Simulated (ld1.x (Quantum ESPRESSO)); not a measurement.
Before and after: TM potential for carbon (C)

- Element: C
- Generator: ld1.x (Quantum ESPRESSO) 7.5
- Type: norm-conserving Troullier–Martins (Kleinman–Bylander form)
- Functional: PW91
- Relativity: scalar-relativistic
- Frozen core: [He]
- Valence charge: 4
- Reference configuration: 2s2 2p2
- Partial waves: 2s (bound): rc 1.15 bohr; 2p (bound): rc 2.10 bohr
- Local potential: all-electron potential smoothed inside 1.10 bohr (lloc = -2)
- Core correction: none

All-electron outer shells of the reference configuration (PW91, scalar-relativistic, ld1.x):

```
shell  level (eV)  outermost node (bohr)  outermost maximum (bohr)
   1s     -273.70                      –                      0.17
   2s      -13.80                   0.38                      1.22
   2p       -5.34                      –                      1.20
```

Change: local potential the p channel.

Cutoffs: the cutoffs (Ry, on a coarse ladder) from which the occupation-weighted sum of valence levels, in a spherical-Bessel basis at the reference potential, stays within 10 and 1 mRy of its value at 400 Ry; they do not see the model core or the augmentation charge, which bear on the density cutoff. Errors are all-electron minus pseudo energies relative to the spin-unpolarised reference configuration.

Question: What does the change do?

Answer: The potential gets neither clearly harder nor softer (35 Ry and 90 Ry → 35 Ry and 90 Ry); of the 7 tests that both files solve, the error grows in 1 and shrinks in 2 by more than 15 % and 0.3 meV (median size 32.7 → 20.4 meV); neither file shows a bound ghost.

| quantity | base | changed |
| --- | --- | --- |
| cutoff, loose | 35 Ry | 35 Ry |
| cutoff, tight | 90 Ry | 90 Ry |
| bound ghosts | none | none |
| error for 2s2 2p1, meV [ΔE 10.93 eV] | +33 | +20 |
| error for 2s2 2p0, meV [ΔE 35.16 eV] | +335 | +302 |
| error for 2s1 2p0, meV [ΔE 83.42 eV] | +709 | +666 |
| error for 2s1 2p3, meV [ΔE 8.47 eV] | -0.5 | -0.7 |
| error for 2s2 2p1.5, meV [ΔE 3.99 eV] | +4.3 | +1.3 |
| error for 2s0 2p4, meV [ΔE 16.95 eV] | -9.3 | -10 |
| error for 2s1 2p2, meV [ΔE 19.67 eV] | -34 | -51 |
| s: phases at 2.29 bohr within 0.05 rad from the reference energy up to (Ry; the scan ends near 5) | 2.4 | 1.8 |
| p: phases at 2.29 bohr within 0.05 rad from the reference energy up to (Ry; the scan ends near 5) | 1.9 | 1.5 |
